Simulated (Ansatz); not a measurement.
Species: C2H4O3, SMILES `COC(=O)O` (C–O–C–O torsion 0°, O–C–O–H torsion 0°) (charge 0, multiplicity 1), formula C$_{2}$H$_{4}$O$_{3}$.

**Question.** How many basis functions does frozen-core CCSD(T)/cc-pVTZ // B3LYP-D3(BJ)/def2-TZVP (Ansatz, a program for electronic structure) use, how many core orbitals are frozen, and how many electrons are correlated?

**Answer.** 206 basis functions and 5 frozen orbitals, which leaves 30 correlated electrons. Core time is of the order of minutes.
